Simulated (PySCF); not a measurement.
BFH5Si2, BFH4NSi, BClF2H, Cl2FSi and others (calculated)

All values are calculated (PySCF 2.14.0). Calculation on a computer-drawn molecule: optimised geometry and harmonic frequencies of an isolated molecule of the commonest isotopes, restricted reference for singlets and unrestricted otherwise, frozen core in MP2.

```json
{"entry": 1, "formula": "BFH5Si2", "start_structure": {"atoms_angstrom": [["F", -2.0748, 1.121, 0.5878], ["B", -0.71, 1.0976, 0.8748], ["Si", 0.1679, -0.5416, 1.0072], ["Si", -0.0152, 2.8752, 1.2685], ["H", -0.3536, -1.8838, 0.8211], ["H", 1.4907, -0.7474, 1.4554], ["H", 1.3871, 2.8142, 1.6272], ["H", -0.6595, 3.6261, 2.4043], ["H", -0.026, 3.8605, 0.1419]]}, "given": {"charge": 0, "multiplicity": 2, "method": "HF", "basis": "cc-pV(D+d)Z", "drawn_bonds_atom": [1, 2, 2, 3, 3, 4, 4, 4], "drawn_bonds_other_atom": [2, 3, 4, 5, 6, 7, 8, 9], "drawn_bonds_order": [1, 1, 1, 1, 1, 1, 1, 1]}, "results": {"optimised_atom_element": ["F", "B", "Si", "Si", "H", "H", "H", "H", "H"], "optimised_atom_x [angstrom]": [-2.043, -0.763, 0.2429, 0.04565, -0.4925, 1.497, 1.506, -0.5949, -0.1919], "optimised_atom_y [angstrom]": [1.093, 1.12, -0.623, 2.956, -1.905, -0.6683, 2.851, 3.482, 3.916], "optimised_atom_z [angstrom]": [0.432, 0.8314, 0.8575, 1.286, 0.9226, 1.639, 1.523, 2.518, 0.1797], "modes_frequency [cm^-1]": [50.31, 141.4, 214.2, 257.6, 311.4, 362.3, 432.2, 547.7, 630.2, 647.5, 869.6, 997.7, 1009, 1019, 1026, 1265, 2293, 2298, 2303, 2321, 2333], "modes_reduced_mass [dalton]": [1.068, 3.701, 1.064, 5.373, 1.49, 2.091, 2.781, 1.321, 1.743, 1.388, 3.323, 1.249, 1.094, 1.055, 1.036, 10.75, 1.046, 1.047, 1.027, 1.029, 1.054], "rotational_constants [GHz]": [5.827, 2.359, 1.716], "total_energy [hartree]": -704.8992, "spin_squared": 0.7695, "convergence_status_largest_gradient_component [hartree/bohr]": 1.156e-05}}
{"entry": 2, "formula": "BFH4NSi", "start_structure": {"atoms_angstrom": [["F", -0.3408, -3.0315, -0.3114], ["B", 0.6185, -2.0646, -0.3605], ["N", 0.4225, -0.826, 0.1854], ["Si", -1.0191, -0.2188, 0.9246], ["H", 1.6644, -2.3899, -0.9265], ["H", 1.1774, -0.1502, 0.0638], ["H", -1.8727, -1.326, 1.3055], ["H", -0.5938, 0.7, 1.9273]]}, "given": {"charge": 0, "multiplicity": 2, "method": "HF", "basis": "cc-pV(D+d)Z", "drawn_bonds_atom": [1, 2, 3, 2, 3, 4, 4], "drawn_bonds_other_atom": [2, 3, 4, 5, 6, 7, 8], "drawn_bonds_order": [1, 1, 1, 1, 1, 1, 1]}, "results": {"optimised_atom_element": ["F", "B", "N", "Si", "H", "H", "H", "H"], "optimised_atom_x [angstrom]": [-0.3825, 0.6463, 0.4274, -1.079, 1.71, 1.219, -1.754, -0.7311], "optimised_atom_y [angstrom]": [-2.945, -2.095, -0.8765, -0.2764, -2.412, -0.2625, -1.326, 0.8874], "optimised_atom_z [angstrom]": [-0.5884, -0.4512, 0.2083, 0.8787, -0.898, 0.2567, 1.673, 1.73], "modes_frequency [cm^-1]": [102.2, 162.0, 236.8, 568.4, 627.5, 714.3, 824.2, 857.2, 991.0, 1000, 1099, 1147, 1414, 1473, 2288, 2313, 2756, 3814], "modes_reduced_mass [dalton]": [1.162, 5.597, 2.567, 2.242, 1.34, 2.83, 1.466, 1.4, 1.067, 1.576, 1.95, 1.371, 1.683, 5.11, 1.032, 1.052, 1.097, 1.076], "rotational_constants [GHz]": [14.72, 3.557, 2.898], "total_energy [hartree]": -469.9296, "spin_squared": 0.7533, "convergence_status_largest_gradient_component [hartree/bohr]": 2.025e-05}}
{"entry": 3, "formula": "BClF2H", "start_structure": {"atoms_angstrom": [["F", -0.1186, 1.0686, -0.8577], ["B", -0.0607, 0.0034, -0.0471], ["F", 1.186, -0.5595, -0.1759], ["Cl", -0.2408, 0.6248, 1.7492], ["H", -0.9426, -0.7998, -0.212]]}, "given": {"charge": -1, "multiplicity": 1, "method": "HF", "basis": "aug-cc-pV(D+d)Z", "drawn_bonds_atom": [1, 2, 2, 2], "drawn_bonds_other_atom": [2, 3, 4, 5], "drawn_bonds_order": [1, 1, 1, 1]}, "results": {"optimised_atom_element": ["F", "B", "F", "Cl", "H"], "optimised_atom_x [angstrom]": [-0.1398, -0.05464, 1.216, -0.2415, -0.9566], "optimised_atom_y [angstrom]": [1.104, -0.01556, -0.5853, 0.6448, -0.8102], "optimised_atom_z [angstrom]": [-0.896, -0.06571, -0.1691, 1.817, -0.2301], "modes_frequency [cm^-1]": [290.0, 295.8, 493.5, 577.0, 1007, 1047, 1107, 1221, 2555], "modes_reduced_mass [dalton]": [15.56, 22.84, 10.49, 6.487, 9.227, 2.521, 1.144, 1.658, 1.084], "rotational_constants [GHz]": [9.15, 4.072, 3.007], "total_energy [hartree]": -683.8777, "convergence_status_largest_gradient_component [hartree/bohr]": 2.549e-05}}
{"entry": 4, "formula": "BClF2H", "start_structure": {"atoms_angstrom": [["F", -0.1398, 1.1038, -0.896], ["B", -0.0546, -0.0156, -0.0657], ["F", 1.2159, -0.5853, -0.1691], ["Cl", -0.2415, 0.6448, 1.8174], ["H", -0.9566, -0.8102, -0.2301]]}, "given": {"charge": -1, "multiplicity": 1, "method": "MP2", "basis": "aug-cc-pV(D+d)Z", "drawn_bonds_atom": [1, 2, 2, 2], "drawn_bonds_other_atom": [2, 3, 4, 5], "drawn_bonds_order": [1, 1, 1, 1]}, "results": {"optimised_atom_element": ["F", "B", "F", "Cl", "H"], "optimised_atom_x [angstrom]": [-0.1499, -0.06206, 1.238, -0.24, -0.9624], "optimised_atom_y [angstrom]": [1.127, -0.01013, -0.602, 0.6369, -0.8141], "optimised_atom_z [angstrom]": [-0.908, -0.03922, -0.164, 1.796, -0.2284], "modes_frequency [cm^-1]": [282.1, 309.8, 468.7, 597.5, 925.7, 957.6, 1059, 1127, 2494], "modes_reduced_mass [dalton]": [15.34, 20.44, 13.51, 5.645, 9.042, 3.216, 1.156, 1.451, 1.084], "rotational_constants [GHz]": [8.765, 4.139, 3.002], "total_energy [hartree]": -684.5472, "convergence_status_largest_gradient_component [hartree/bohr]": 3.475e-05}}
{"entry": 5, "formula": "Cl2FSi", "start_structure": {"atoms_angstrom": [["F", 0.3147, -1.1192, -1.6672], ["Si", -0.1983, -0.9896, -0.1105], ["Cl", 1.1794, -2.526, 0.7012], ["Cl", -2.0266, -2.1079, -0.3172]]}, "given": {"charge": -1, "multiplicity": 1, "method": "HF", "basis": "aug-cc-pV(D+d)Z", "drawn_bonds_atom": [1, 2, 2], "drawn_bonds_other_atom": [2, 3, 4], "drawn_bonds_order": [1, 1, 1]}, "results": {"optimised_atom_element": ["F", "Si", "Cl", "Cl"], "optimised_atom_x [angstrom]": [0.3153, -0.1625, 1.166, -2.05], "optimised_atom_y [angstrom]": [-1.107, -0.9348, -2.552, -2.149], "optimised_atom_z [angstrom]": [-1.686, -0.1165, 0.716, -0.3075], "modes_frequency [cm^-1]": [152.4, 220.1, 267.6, 360.2, 411.4, 769.3], "modes_reduced_mass [dalton]": [31.63, 23.3, 25.16, 29.15, 28.66, 21.97], "rotational_constants [GHz]": [4.449, 2.281, 1.707], "total_energy [hartree]": -1307.6044, "convergence_status_largest_gradient_component [hartree/bohr]": 3.647e-05}}
{"entry": 6, "formula": "FH3NSi2", "start_structure": {"atoms_angstrom": [["F", -2.3757, -0.5954, 1.8139], ["Si", -1.2194, -1.5594, 1.627], ["N", -0.1379, -1.2435, 0.3294], ["Si", 0.8132, -0.9947, -0.9457], ["H", -1.1727, -2.5067, 2.5867], ["H", 0.5021, -1.5862, -2.2658], ["H", 1.9, -0.0726, -0.7924]]}, "given": {"charge": 1, "multiplicity": 1, "method": "HF", "basis": "cc-pV(D+d)Z", "drawn_bonds_atom": [1, 2, 3, 2, 4, 4], "drawn_bonds_other_atom": [2, 3, 4, 5, 6, 7], "drawn_bonds_order": [1, 1, 2, 1, 1, 1]}, "results": {"optimised_atom_element": ["F", "Si", "N", "Si", "H", "H", "H"], "optimised_atom_x [angstrom]": [-2.408, -1.175, -0.1929, 0.7564, -1.086, 0.499, 1.916], "optimised_atom_y [angstrom]": [-0.5675, -1.502, -1.274, -0.9783, -2.543, -1.592, -0.1018], "optimised_atom_z [angstrom]": [1.793, 1.553, 0.3418, -0.9072, 2.555, -2.206, -0.776], "modes_frequency [cm^-1]": [113.6, 141.3, 185.3, 382.0, 640.6, 679.6, 751.3, 795.6, 899.9, 1020, 1065, 1530, 2431, 2464, 2510], "modes_reduced_mass [dalton]": [7.68, 1.684, 1.746, 12.5, 1.344, 7.186, 1.252, 1.175, 1.174, 3.606, 1.328, 14.19, 1.028, 1.06, 1.046], "rotational_constants [GHz]": [21.69, 1.964, 1.842], "total_energy [hartree]": -733.3195, "convergence_status_largest_gradient_component [hartree/bohr]": 1.499e-05}}
```
